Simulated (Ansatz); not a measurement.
`NC[SiH](F)Br` and `NC[SiH](O)F` differ in one atom or group.

Ansatz, PBE0-D4/def2-TZVP geometries, multiplicity 1. Each molecule was computed in one conformer, which needn't be the lowest.

Scalar relativity is left out up to krypton. Spin–orbit coupling is left out; it splits and shifts lone-pair levels of the heavy atoms by tenths of an eV.

```
                                                                                  property  `NC[SiH](F)Br`
ideal-gas entropy at 298 K and 1 bar (rigid rotor, harmonic PBE0-D4/def2-TZVP) / J/(mol·K)             360
                                            size of the dipole moment (PBE/def2-TZVPP) / D            0.99
                                                       HOMO–LUMO gap (PBE/def2-TZVPP) / eV            4.94
                                                     HOMO–LUMO gap (B3LYP/def2-TZVPP) / eV            6.76
                                                     LUMO energy (ωB97M-V/def2-TZVPP) / eV            1.93
                                                       LUMO energy (B3LYP/def2-TZVPP) / eV           -0.01
```

Give the same properties after the change, and the shifts. (Estimate.)

The calculation gave: 
| property | `NC[SiH](O)F` | shift |
| --- | --- | --- |
| ideal-gas entropy at 298 K and 1 bar (rigid rotor, harmonic PBE0-D4/def2-TZVP) / J/(mol·K) | 339 | -21 |
| size of the dipole moment (PBE/def2-TZVPP) / D | 3.69 | 2.70 |
| HOMO–LUMO gap (PBE/def2-TZVPP) / eV | 5.55 | 0.61 |
| HOMO–LUMO gap (B3LYP/def2-TZVPP) / eV | 7.32 | 0.56 |
| LUMO energy (ωB97M-V/def2-TZVPP) / eV | 1.83 | -0.10 |
| LUMO energy (B3LYP/def2-TZVPP) / eV | 0.01 | 0.02 |

With PBE0 the HOMO falls by 0.53 eV and the LUMO rises by 0.09 eV, so the gap widens by about 0.62 eV. PBE moves the HOMO by -0.47 eV and ωB97M-V by -0.59 eV. The zero-point energy changes by 36.1 kJ/mol with +3 modes. Dipoles are sizes alone; their direction can turn. Modes under 60 cm⁻¹, often nearly free rotors, make the harmonic entropy too high.

Positive LUMOs are unbound, so they and the gaps depend on the basis.

B3LYP here is the variant with VWN-RPA as its local correlation; programs differ in this.
